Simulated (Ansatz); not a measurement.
Relaxation of AlFH₆OSi (10 atoms, charge 0, multiplicity 1), to a largest force component of 0.03 eV/Å in at most 50 steps.

Computed with RHF/6-31G* (Ansatz 0.2.0).

```xyz
10
Properties=species:S:1:pos:R:3:forces:R:3
Al -0.033 -0.217 0.031 -0.27 -0.05 1.26
O -0.414 -0.239 1.722 0.29 -0.34 -1.30
Si -1.327 -0.504 3.040 -0.05 -0.04 0.04
H -2.531 -1.287 2.685 0.03 0.00 0.03
H -0.567 -1.248 4.065 -0.02 0.02 -0.05
H -1.769 0.781 3.617 0.02 0.00 0.01
F 1.539 -0.291 -0.422 -0.14 -0.01 0.07
H -1.160 -0.171 -1.054 0.07 0.00 0.00
H 0.145 2.415 0.848 0.32 0.99 -0.85
H -0.025 1.909 1.305 -0.25 -0.58 0.78
```

Problem. Where does it end, and by what steps?

Solution. The run converged. The force dipped under the threshold on the way, but the program's further checks kept it going. After 14 steps the energy has fallen by 0.205 eV; H10 moved furthest, 0.81 Å.

```csv
step,energy less start (eV),largest force component (eV/Å),accepted
0,0.0000,1.301,yes
1,-0.1200,0.851,yes
2,-0.1581,0.515,yes
3,-0.1756,0.227,yes
4,-0.1811,0.234,yes
5,-0.1837,0.237,yes
6,-0.1976,0.095,yes
7,-0.1981,0.063,yes
8,-0.2014,0.051,yes
9,-0.1680,0.470,no
10,-0.2034,0.016,yes
11,-0.2005,0.381,no
12,-0.2037,0.082,yes
13,-0.1960,0.291,no
14,-0.2047,0.023,yes
```

```xyz
10
Properties=species:S:1:pos:R:3
Al -0.111 -0.371 0.058
O -0.803 -0.531 1.576
Si -1.396 -0.698 3.082
H -2.670 -1.442 3.048
H -0.446 -1.433 3.938
H -1.640 0.629 3.678
F 1.515 -0.491 -0.081
H -0.963 -0.130 -1.230
H 0.391 2.905 0.598
H -0.021 2.711 1.170
```

Time of the run: 24 s on 1 thread of Arm Neoverse V2, on a shared host, peak memory 0.14 GiB.
